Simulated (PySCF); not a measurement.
SMILES N#C[C@@H]1CC[C@@H]1[SiH2]O, C5H9NOSi

Geometry (Å), atoms numbered from 1 in this order:
```xyz
17

N     0.8687   -2.3240   -1.2424
C     0.2550   -1.7748   -0.4455
C    -0.5130   -1.0415    0.5120
C    -1.7983   -0.4373   -0.0962
C    -1.1493    0.9512   -0.0741
C     0.0139    0.3988    0.7732
Si    1.7885    0.8544    0.2311
O     2.0148    0.6173   -1.3521
H    -0.6528   -1.6615    1.4011
H    -2.6517   -0.5289    0.5731
H    -2.0754   -0.8216   -1.0771
H    -0.8322    1.2846   -1.0611
H    -1.7390    1.7401    0.3886
H    -0.1310    0.6424    1.8263
H     1.9638    2.2944    0.3458
H     2.7091    0.0613    1.0481
H     1.9218   -0.2428   -1.7606
```

Method used: TDDFT B3LYP/def2-SVPD circular dichroism and optical rotation, one conformer, gas phase in PySCF 2.14.0. Geometry: GFN2-xTB.

The molecule is flexible and this is one conformer; a measurement averages over conformers. States above about 7.9 eV (minus the energy of the highest occupied orbital) lie near or above the ionisation threshold and depend on the basis.

**Question.** What are the CIP labels of the stereocentres?

**Answer.** C3 S, C6 S.

**Question.** Which excitations and rotatory strengths does the calculation give?

**Answer.** Rotatory strengths R in 10⁻⁴⁰ esu² cm², velocity form and length form (origin at the centre of mass); f in length form.
```tsv
state	E (eV)	λ (nm)	f	R (velocity)	R (length)	main
1	6.76	183	0.003	-0.9	-0.7	HOMO→LUMO 0.97
2	6.89	180	0.003	+21.2	+22.1	HOMO→LUMO+1 0.96
3	7.11	174	0.006	-7.1	-7.2	HOMO→LUMO+2 0.94
4	7.41	167	0.001	-5.2	-5.2	HOMO−1→LUMO+1 0.27, HOMO−2→LUMO+1 0.21
5	7.50	165	0.007	+8.7	+8.7	HOMO→LUMO+3 0.60, HOMO−1→LUMO+1 0.10
6	7.58	164	0.006	-11.7	-11.9	HOMO−1→LUMO 0.56, HOMO−1→LUMO+1 0.17
7	7.62	163	0.003	-17.9	-16.9	HOMO→LUMO+3 0.32, HOMO−2→LUMO 0.27
8	7.76	160	0.005	+18.0	+18.2	HOMO−1→LUMO+2 0.58, HOMO−1→LUMO+1 0.11
9	7.79	159	0.0006	+6.3	+4.8	HOMO→LUMO+4 0.80
10	7.91	157	0.003	-9.8	-11.2	HOMO−2→LUMO+1 0.32, HOMO−3→LUMO 0.20
11	8.02	155	0.099	-31.3	-31.4	HOMO→LUMO+5 0.83
12	8.12	153	0.023	-15.3	-16.4	HOMO−3→LUMO 0.25, HOMO−2→LUMO+2 0.17
```

Among the states computed, the strongest CD band (largest |R|) is state 11. The largest dissymmetry factor in size, g = 4R/(D+G), with D and G the electric and magnetic dipole strengths, is +0.096 for state 9 (velocity form, f = 0.0008), among bands with |R| over 0.5. The mirror image has the same energies and oscillator strengths and all R with the opposite sign.
